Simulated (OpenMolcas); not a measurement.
## O III: the spin-orbit constant, worked from levels

| Quantity | Value |
| --- | --- |
| Program | OpenMolcas 26.06 |
| Basis | ANO-RCC-VDZ [3s2p] |
| Scalar Hamiltonian | DKH4, point nucleus |
| Active space | 2 electrons in 3 orbitals (2p) |
| State averaging | 2S+1 = 3 even, 3 roots; 2S+1 = 1 even, 6 roots |
| Spin-orbit coupling | state interaction with AMFI integrals over the reference wave functions, term energies averaged over their components |

Methods: CASSCF; SS-CASPT2, IPEA 0.25 Eh, imaginary shift 0.1 Eh (closed shells correlated: 1s 2s).

**The spin-orbit constant.** For the Hund term 3P of p2, E(J) = (A/2) J(J+1) + constant and ζ = 2S·A = 2A. From J = 0 to J = 2 the energy changes by 3 A.

```tsv
Source	E(2) - E(0)	A	ζ
CASSCF	310.2	103.4	207
SS-CASPT2	310.5	103.5	207
```

All in cm-1. Both methods take the spin-orbit matrix elements from the reference wave functions, so the second can move ζ only through the term energies and any multistate remixing. Second-order mixing with other terms is absorbed into this ζ.

With the s shell closed, the reference lacks s² → p² mixing. Levels of configurations outside the active space are missing.
